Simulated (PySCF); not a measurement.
PySCF input:

```python
from pyscf import gto, scf, dft

mol = gto.M(
    atom='''
    O    -0.00000000   -0.00000000   -1.26121009
    B     0.00000000    0.00000000    0.00000000
    O     0.00000000    0.00000000    1.26121009
    ''',
    basis='def2-tzvpd',
    charge=0,
    spin=1,
    symmetry='D2h',
    verbose=4,
)

mf = dft.UKS(mol, xc='m06l').density_fit(auxbasis='def2-universal-jkfit')
mf.grids.level = 4
mf.conv_tol = 1e-9
mf.max_cycle = 100
mf.max_memory = 1500
mf.kernel()
if not mf.converged:
    mf = mf.newton()
    mf.kernel(mf.make_rdm1())
mf.analyze()
```

Task: Predict the final energy.

Result: -175.35543 Eh (M06-L/def2-TZVPD).

It need not be the lowest isomer of its formula.
